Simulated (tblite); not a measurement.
C6H11GaN2.
Geometry (GFN2-xTB, Å), atoms numbered from 1 in this order:
```xyz
20
C6H11GaN2 angstrom
C      0.7342    3.4407   -0.9460
C      0.3050    2.5517   -0.2496
Ga    -0.4395    1.1563    0.8984
N      1.3694    0.1073    1.0647
C      2.1315   -0.5441    0.5007
C      3.0824   -1.3576   -0.1832
N     -1.4892   -0.0875    0.0275
C     -1.4856   -0.2977   -1.4014
C     -2.3486   -1.0150    0.7282
H      1.1153    4.2155   -1.5536
H     -0.7743    1.3664    2.3765
H      3.0341   -2.3773    0.1986
H      4.0868   -0.9621   -0.0311
H      2.8523   -1.3594   -1.2490
H     -0.8503    0.4602   -1.8676
H     -2.4972   -0.2127   -1.8214
H     -1.0987   -1.2939   -1.6664
H     -2.0205   -2.0565    0.5938
H     -2.3267   -0.7798    1.7961
H     -3.3856   -0.9438    0.3721
```

All values are computed: GFN2-xTB (tblite) harmonic vibrations without scaling, gas phase. Against measured fundamentals such values can be off by several per cent, at times by over 20. Modes of hydrogen on gallium can be 10 to 20 % off. One conformer, not necessarily the lowest. The optimisation stopped once no atom felt more than 0.01 eV/Å.

Lowest wavenumbers of the output (negative numbers stand for imaginary wavenumbers):
```
mode    cm-1
  1     -35.0
  2      26.0
  3      31.5
  4      50.2
  5      66.9
  6      96.5
  7     111.1
  8     166.5
  9     173.5
 10     204.9
 11     221.7
 12     246.9
 13     251.9
 14     276.2
 15     297.9
```

Q: Is this structure a minimum?

A: Not by this Hessian. 1 mode is imaginary beyond 20i (35i cm⁻¹), so at this level the point lies at or near a first-order saddle. The curvature is small, so loose convergence or finite differences may be the whole cause.

Q: Which atoms move in the imaginary mode?

A: 35i: H14 (methyl hydrogen) 34 %, H12 (methyl hydrogen) 34 %, H13 (methyl hydrogen) 31 %. These are shares of the mass-weighted motion.

Q: What is the remedy?

A: Step along that mode in both directions, optimise again with tighter thresholds and repeat the frequencies. The zero-point energy of this point (92.7 kcal/mol) counts the 53 real modes alone, and thermal corrections from it aren't those of a minimum.
